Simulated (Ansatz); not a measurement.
The first iterations of a band of CHOSSi (5 atoms, charge 0, multiplicity 2).

Method: UKS BLYP-D4/def2-SVP in Ansatz.

```json
{
 "movable images": "5",
 "climbing image": "yes",
 "spring": "5.0 eV/Å²",
 "optimiser": "quadratic models (default)",
 "start path": "IDPP",
 "force threshold": "0.03 eV/Å",
 "iteration limit": "60",
 "end points": "relaxed"
}
```

Image 0:

```xyz
5
Properties=species:S:1:pos:R:3
O 0.402 0.421 -1.666
C 0.175 0.577 -0.493
Si 0.788 -0.742 0.962
S -0.945 -1.716 1.295
H -0.420 1.459 -0.098
```

Image 6:

```xyz
5
Properties=species:S:1:pos:R:3
O 1.585 0.706 -0.314
C 0.385 0.628 -0.253
Si -0.659 -1.091 -0.690
S -1.043 -1.738 1.180
H -0.269 1.495 0.077
```

| iteration | highest image above the first end (eV) | largest band force component (eV/Å) |
| --- | --- | --- |
| 1 | 0.330 | 1.314 |
| 2 | 0.216 | 1.629 |

Q: Does the band converge within its limit, and where does its top end?

A: The run converged. It ended after 8 iterations with the highest image 0.082 eV above the first end. A vibrational analysis at the climbing image gives one clearly imaginary mode, 76i cm⁻¹: a first-order saddle point.

The run took 2 min on 1 CPU thread of a shared host.
